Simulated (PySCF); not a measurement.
CH₉GeN₃, SMILES [CH3][Ge]([NH2])([NH2])[NH2], PBE0/def2-SVP optimised geometry.

```
14

C      1.53    -0.67     0.00
Ge    -0.41    -0.67     0.00
N     -0.95     1.09     0.00
N     -1.15    -1.40    -1.50
N     -0.95    -1.77     1.38
H      1.93    -0.23     0.92
H      1.90    -0.09    -0.86
H      1.90    -1.71    -0.09
H     -1.93     1.25     0.19
H     -0.40     1.71     0.59
H     -1.66    -0.76    -2.11
H     -1.66    -2.27    -1.38
H     -0.40    -1.69     2.23
H     -1.93    -1.72     1.63
```

Density from PBE0/def2-TZVP run with PySCF at that geometry.

Minimum of the electron density along straight lines between bonded atoms, close to the bond critical point (lines longer than 1.1 times the sum of covalent radii, or with two minima, are not listed):

```json
[
 {"bond": "C1–Ge2", "length / Å": "1.940", "ρ at the minimum / e bohr⁻³": "0.132", "∇²ρ there / e bohr⁻⁵": "___", "position (fraction from the first atom)": "0.53"},
 {"bond": "Ge2–N3", "length / Å": "1.842", "ρ at the minimum / e bohr⁻³": "0.139", "∇²ρ there / e bohr⁻⁵": "0.43", "position (fraction from the first atom)": "0.47"},
 {"bond": "Ge2–N4", "length / Å": "1.823", "ρ at the minimum / e bohr⁻³": "0.144", "∇²ρ there / e bohr⁻⁵": "0.45", "position (fraction from the first atom)": "0.47"},
 {"bond": "Ge2–N5", "length / Å": "1.842", "ρ at the minimum / e bohr⁻³": "0.139", "∇²ρ there / e bohr⁻⁵": "0.43", "position (fraction from the first atom)": "0.47"},
 {"bond": "C1–H6", "length / Å": "1.101", "ρ at the minimum / e bohr⁻³": "0.267", "∇²ρ there / e bohr⁻⁵": "-0.87", "position (fraction from the first atom)": "0.64"},
 {"bond": "C1–H7", "length / Å": "1.099", "ρ at the minimum / e bohr⁻³": "0.268", "∇²ρ there / e bohr⁻⁵": "-0.88", "position (fraction from the first atom)": "0.64"},
 {"bond": "C1–H8", "length / Å": "1.099", "ρ at the minimum / e bohr⁻³": "0.268", "∇²ρ there / e bohr⁻⁵": "-0.88", "position (fraction from the first atom)": "0.64"},
 {"bond": "N3–H9", "length / Å": "1.017", "ρ at the minimum / e bohr⁻³": "0.330", "∇²ρ there / e bohr⁻⁵": "-1.55", "position (fraction from the first atom)": "0.73"},
 {"bond": "N3–H10", "length / Å": "1.017", "ρ at the minimum / e bohr⁻³": "0.330", "∇²ρ there / e bohr⁻⁵": "-1.55", "position (fraction from the first atom)": "0.73"},
 {"bond": "N4–H11", "length / Å": "1.014", "ρ at the minimum / e bohr⁻³": "0.332", "∇²ρ there / e bohr⁻⁵": "-1.59", "position (fraction from the first atom)": "0.74"},
 {"bond": "N4–H12", "length / Å": "1.014", "ρ at the minimum / e bohr⁻³": "0.332", "∇²ρ there / e bohr⁻⁵": "-1.59", "position (fraction from the first atom)": "0.74"},
 {"bond": "N5–H13", "length / Å": "1.017", "ρ at the minimum / e bohr⁻³": "0.330", "∇²ρ there / e bohr⁻⁵": "-1.55", "position (fraction from the first atom)": "0.73"},
 {"bond": "N5–H14", "length / Å": "1.017", "ρ at the minimum / e bohr⁻³": "0.330", "∇²ρ there / e bohr⁻⁵": "-1.55", "position (fraction from the first atom)": "0.73"}
]
```

### Question
Fill in the missing entries.

### Answer

- C1–Ge2, ∇²ρ there / e bohr⁻⁵: 0.10
